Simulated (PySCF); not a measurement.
**Dipole response of Ni⁺ (nickel, charge +1)**

[Ar] 3d8 4s1, high-spin 4F determinant (an excited configuration). Computed with PySCF 2.14 in aug-cc-pVTZ with one added diffuse shell each of s, p, d, f, g type (9s8p6d4f3g, 118 functions), with the non-relativistic Hamiltonian (point nucleus). Coupled (time-dependent) response in atomic units; α is the mean over directions.

```
method  mean α (bohr³)  C₆ (like pair)  S(−4)
   M06           18.94           81.89  303.7
```

S(−4) is the Cauchy moment in α(ω) = α(0) + S(−4) ω² + …

α(iu) at M06:

| u (hartree) | α(iu) (bohr³) |
| --- | --- |
| 0 | 18.94 |
| 0.0500 | 18.21 |
| 0.100 | 16.40 |
| 0.200 | 12.09 |
| 0.300 | 8.867 |
| 0.500 | 5.424 |
| 0.750 | 3.552 |
| 1.00 | 2.618 |
| 1.50 | 1.691 |
| 2.00 | 1.223 |
| 3.00 | 0.7497 |
| 5.00 | 0.3772 |

For an ion, C₆ is the dispersion term alone; charge-induced terms of lower order in 1/R come first.
